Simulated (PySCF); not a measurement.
The dipole of `C=C[C@@H](C)[C@H](F)S(=O)(=O)Cl` from its density and from atomic charges.

Coordinates (GFN2-xTB, Å) and charges (e) from the PBE0/pcSseg-1 density (PySCF):

```csv
atom,x,y,z,Mulliken,IAO,Hirshfeld,ESP-fitted
C1,1.752,-1.166,0.504,-0.0570,-0.2833,-0.0822,-0.2651
C2,1.111,-0.562,-0.478,-0.2511,-0.1657,-0.0514,-0.3551
C3,0.255,0.659,-0.290,-0.3600,-0.1286,-0.0345,+0.4232
C4,0.765,1.841,-1.120,-0.1749,-0.4184,-0.1113,-0.5367
C5,-1.165,0.304,-0.677,+0.1600,+0.0154,+0.0656,-0.2192
F6,-2.063,1.243,-0.296,-0.2816,-0.2855,-0.0782,-0.1342
S7,-1.571,-1.227,0.269,+0.9633,+1.9363,+0.5035,+0.6390
O8,-1.192,-1.089,1.634,-0.4665,-0.8303,-0.2660,-0.3434
O9,-1.142,-2.371,-0.466,-0.4648,-0.8357,-0.2780,-0.3647
Cl10,-3.595,-1.237,0.210,-0.1147,-0.2549,-0.0654,-0.0661
H11,2.362,-2.034,0.329,+0.1266,+0.1620,+0.0567,+0.1729
H12,1.681,-0.825,1.523,+0.1245,+0.1568,+0.0504,+0.1498
H13,1.189,-0.922,-1.494,+0.1106,+0.1471,+0.0447,+0.1767
H14,0.240,0.930,0.770,+0.1522,+0.1610,+0.0457,+0.0577
H15,0.121,2.705,-0.981,+0.1326,+0.1536,+0.0456,+0.1583
H16,1.772,2.100,-0.805,+0.1381,+0.1598,+0.0516,+0.1441
H17,0.787,1.585,-2.177,+0.1116,+0.1413,+0.0446,+0.1506
H18,-1.318,0.072,-1.733,+0.1511,+0.1690,+0.0591,+0.2124
```

Problem. Form Σ q r in debye for every column and set it beside the full dipole.

Solution. The full density gives (1.94, 2.39, -2.08) D, 3.71 D in size; dipole vectors point from the negative to the positive end.

```json
{"scheme": "Mulliken", "μx": "2.89", "μy": "2.08", "μz": "-2.44", "size (D)": "4.31", "share of the full size (%)": "116", "angle to the full dipole (°)": "13"}
{"scheme": "IAO", "μx": "1.95", "μy": "2.81", "μz": "-3.20", "size (D)": "4.69", "share of the full size (%)": "126", "angle to the full dipole (°)": "10"}
{"scheme": "Hirshfeld", "μx": "0.99", "μy": "1.84", "μz": "-1.48", "size (D)": "2.56", "share of the full size (%)": "69", "angle to the full dipole (°)": "9"}
{"scheme": "ESP-fitted", "μx": "2.05", "μy": "2.41", "μz": "-2.08", "size (D)": "3.79", "share of the full size (%)": "102", "angle to the full dipole (°)": "1"}
```

Problem. Which set comes closest?

Solution. Length of the difference vector: ESP-fitted 0.12 D, Mulliken 1.06 D, IAO 1.21 D, Hirshfeld 1.25 D. Closest: ESP-fitted. ESP charges are fitted to the potential around the molecule, whose slowest-falling term is the dipole's. 

Problem. What is left for the Hirshfeld atoms' own dipoles?

Solution. The shares of the density sum to the whole, so what Σ q r misses lies in dipoles about the nuclei. The atomic dipoles sum to (1.94, 2.39, -2.08) − (0.99, 1.84, -1.48) = (0.95, 0.55, -0.60) D, 1.25 D in size.

Problem. With the origin at the mean of the coordinates, (0.000, 0.000, -0.293) Å, which are the largest single terms, by size, of the IAO dipole along the direction of the full one?

Solution. S7 -17.90, O8 +9.58, O9 +8.13, C4 -4.11, Cl10 +3.62 D; all 18 atoms together +4.62 D. The single terms depend on the origin, their sum doesn't.

Problem. Give the size of the full dipole in other units.

Solution. 3.71 D = 1.459 au = 0.772 e·Å = 12.37 × 10⁻³⁰ C·m.

Geometry: GFN2-xTB, one conformer, isolated molecule.

The run behind these numbers computed NMR shieldings as well. Time: 80 s wall; peak memory 1.1 GiB. Hardware: one thread, Arm Neoverse N1 (aarch64), no GPU, shared host.

Shape of the structure used: `[CH2:1]=[CH:2][C@@H:3]([CH3:4])[C@H:5]([F:6])[S:7](=[O:8])(=[O:9])[Cl:10]`: C1–C2–C3–C4 120°, C2–C3–C5–F6 168°, C3–C5–S7–O8 47°.
